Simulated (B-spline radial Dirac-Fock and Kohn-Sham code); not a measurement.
## Relativistic shifts of the levels of Er⁺

System: Er⁺, configuration [Xe] 4f12 6s1.

Both columns are ΔSCF binding energies of the configuration average from a B-spline atomic structure program: non-relativistic Hartree-Fock with a point nucleus, and Dirac-Fock with a finite nucleus and the Coulomb interaction alone, averaged over the two j levels with weights 2j+1.

| shell | Hartree-Fock (eV) | Dirac-Fock (eV) | shift (eV) | shift (%) |
| --- | --- | --- | --- | --- |
| 1s | 53855.3 | 57753.1 | +3897.74 | +7.24 |
| 2s | 8778.5 | 9796.1 | +1017.58 | +11.59 |
| 2p | 8359.3 | 8690.7 | +331.42 | +3.96 |
| 3s | 1990.3 | 2236.4 | +246.02 | +12.36 |
| 3p | 1800.1 | 1890.6 | +90.47 | +5.03 |
| 3d | 1449.4 | 1435.9 | -13.51 | -0.93 |
| 4s | 406.9 | 465.8 | +58.88 | +14.47 |
| 4p | 329.4 | 349.8 | +20.41 | +6.20 |
| 4d | 190.1 | 187.1 | -3.02 | -1.59 |
| 4f | 17.80 | 12.58 | -5.22 | -29.34 |
| 5p | 36.34 | 37.80 | +1.46 | +4.02 |
| 6s | 10.34 | 11.03 | +0.69 | +6.68 |

Relativity binds 1s, 2s, 2p, 3s, 3p, 4s, 4p, 5p, 6s more strongly, among those listed most of all 4s in relative terms, and 3d, 4d, 4f more weakly, because the contracted s and p shells screen the nucleus better.

Values without a named source are computed, but for edge energies of neutral atoms, which are taken from tables.
